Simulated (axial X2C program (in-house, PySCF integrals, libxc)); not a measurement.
# Potential curves of AgB⁻, 2c

Computed with an axial X2C code built on PySCF integrals. Two-component (2c) means X2C with spin–orbit coupling and atomic mean-field two-electron Coulomb and Gaunt terms. Basis: Ag dyall-acv3z [13s13p9d5f3g], B dyall-av3z [8s7p3d2f] (cores contracted in-house); Gaussian nuclei, density fitting, unrestricted open shells. Masses: Ag 106.905 u, B 11.009 u.

State: Ω = 1/2 (⟨Sz⟩ = -0.50, ⟨Lz⟩ = 1.00 at PW91). Energies in cm⁻¹ from the fragments at the same level (Ag- + B). Fits are polynomials in 1 − R0/R over 0.85 to 1.23 times the lowest point R0.

| R (Å) | PW91 | PBE0 |
| --- | --- | --- |
| 1.9119 | -15006 | -11970 |
| 1.9749 | -15578 | -12652 |
| 2.0380 | -15795 | -12989 |
| 2.1010 | -15748 | -13070 |
| 2.1745 | -15456 | -12930 |
| 2.2481 | -14988 | -12614 |
| 2.3426 | -14231 | -12045 |

The state is one determinant whose occupation by symmetry is held fixed; it was picked as the lowest of a PBE0 search that is not exhaustive. Dissociation energies refer to the lowest single-determinant-based atoms at the same level and basis. Density functionals use the spin component along the axis (collinear). In 2c an atomic determinant is not the ground J level, so De misses part of the atomic spin–orbit lowering. This holds for PW91, PBE0. The functionals have no current-density term, which raises determinants with orbital currents, atoms included. The highest occupied level of some functionals is positive through self-interaction error; at Hartree–Fock it is bound.

Task: What are Re, ωe and De at the PW91 level?

Result: At PW91, 2c: Re = 2.056 Å, ωe ≈ 451 cm⁻¹, De = 1.96 eV to Ag- + B; Be follows as 0.4 cm⁻¹.

Task: What are Re, ωe and De at the PBE0 level?

Result: At PBE0, 2c: Re = 2.093 Å, ωe ≈ 407 cm⁻¹, De = 1.62 eV to Ag- + B; Be follows as 0.385 cm⁻¹.
